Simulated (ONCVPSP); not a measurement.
## Potentials for cadmium compared

Generated with ld1.x 7.5 (TM, RRKJ, ultrasoft, PAW), atompaw 4.2 or ONCVPSP 4.0.1. The cutoff is in Ry: for ld1.x and atompaw files where the sum of valence levels is converged to 10 mRy in a Bessel basis, for ONCV files where the hardest occupied wave has 1 mHa per electron of residual kinetic energy. The error is the largest all-electron minus pseudo excitation energy over each file’s own four to seven test configurations (ionisations up to +4, promotions, holes and added fractions of an electron), all of which were solved. The labels leave out finer settings (local radius, basis sizes, second energies), which also bear on the numbers. Spin-polarised tests are not counted. The rows are a selection from randomly drawn settings: files with unsolved tests, undetermined cutoffs or missed reference levels are left out.

A true bound ghost makes a file unfit for plane-wave use even where its test errors are small: the radial tests pick states by their node count and pass the ghost by.

```tsv
potential	cutoff (Ry)	largest error (meV)	bound ghosts
ONCV, LDA (Perdew-Wang 92), scalar-relativistic, rc 2.35/1.25/1.15 (spd), local smoothed, core correction yes, reference 4p6 4d10 5s2, qcut 3.2/8.9/9.6, projectors 2/1/1	76	+95	s
ONCV, PBE, scalar-relativistic, rc 1.45/1.50/1.50 (spd), local smoothed, core correction yes, reference 4s2 4p6 4d10 5s1, qcut 7.1/9.3/11.8, projectors 2/1/2	75	-83	none
ONCV, PBE, scalar-relativistic, rc 1.25/1.20/1.55 (spd), local smoothed, core correction yes, reference 4s2 4p6 4d10 5s2, qcut 10/11.2/12.3, projectors 3/2/2	85	-8.7	none
ONCV, PBE, scalar-relativistic, rc 2.02/1.24/1.12 (spd), local smoothed, core correction no, reference 4p6 4d10 5s2, qcut 2.2/10.4/10.8, projectors 2/2/2	79	+37	s
ONCV, LDA (Perdew-Wang 92), fully relativistic, rc 1.15/1.00/1.65 (spd), local smoothed, core correction yes, reference 4s2 4p6 4d10 5s2, qcut 8.5/8.3/9.5, projectors 2/2/2	316	+2.4	none
ONCV, PBE, scalar-relativistic, rc 1.65/1.50/1.45 (spd), local smoothed, core correction yes, reference 4s2 4p6 4d10 5s1.5, qcut 5.8/10.6/11, projectors 2/2/1	75	-8.4	none
```

Problem. Fill in the row for Cd: ONCV, PBE, scalar-relativistic, rc 1.50/1.05/1.50 (spd), local smoothed, core correction yes, reference 4s2 4p6 4d10 5s2, qcut 9.2/6.6/9.9, projectors 2/2/3.

Solution. cutoff 313 Ry, largest error -14 meV, bound ghosts: none.

Problem. Fill in the row for Cd: ONCV, PBE, fully relativistic, rc 1.70/1.20/1.50 (spd), local smoothed, core correction yes, reference 4s2 4p6 4d10 5s1.5, qcut 6.4/10.9/12.7, projectors 2/2/2.

Solution. cutoff 87 Ry, largest error -4.3 meV, bound ghosts: none.
